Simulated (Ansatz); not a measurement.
Calculated with Ansatz (gas phase, PBE0-D4/def2-TZVP geometries, no zero-point term in ΔE). CBS: MP2 limit from def2 TZ/QZ plus the TZ coupled-cluster correction, frozen cores. This one scheme is used for every species. DFT in def2-TZVPP. def2 core potentials past Kr. For In outer-core shells are correlated without core-valence functions, which leaves a few kJ/mol of doubt a bond. One conformer a species, not always the lowest.

Consider the redistribution: `C[S][InH2]` + `[SiH3]N([SiH3])[Si]Cl` → `[SiH3][N]([SiH3])[InH2]` + `CS[Si]Cl`.

Question: Is it downhill or uphill in electronic energy at CCSD(T)/CBS, and by how much? (Estimate.)

Answer: Computed: Uphill: ΔE = +13.7 kcal/mol.

Question: What do these levels give: r2SCAN0-D4, PBE, RPA@PBE/def2-TZVPP, HF/def2-SVP, SCS-MP2/def2-TZVPP, HF/def2-QZVPP? (An estimate is asked.)

Answer: Ansatz gave: r2SCAN0-D4 15.4, PBE 13.3, RPA@PBE/def2-TZVPP 13.9, HF/def2-SVP 18.0, SCS-MP2/def2-TZVPP 14.7, HF/def2-QZVPP 17.8 kcal/mol.

Largest T1 diagnostic among the species: 0.015.

At CCSD(T), def2-SVP lies +1.1 kcal/mol from the extrapolated value and def2-TZVPP +0.9 kcal/mol. Leaving LDA and LC-ωPBE aside and taking each functional with its dispersion term where it has one, the values, not all of them listed here, spread over 3.1 kcal/mol, from PBE-D4 to BHLYP-D4. LDA lies +1.1 kcal/mol from PBE without D4. From PBE to PBE0 (25 % exact exchange), in def2-TZVPP and without D4, ΔE moves by +1.4 kcal/mol.
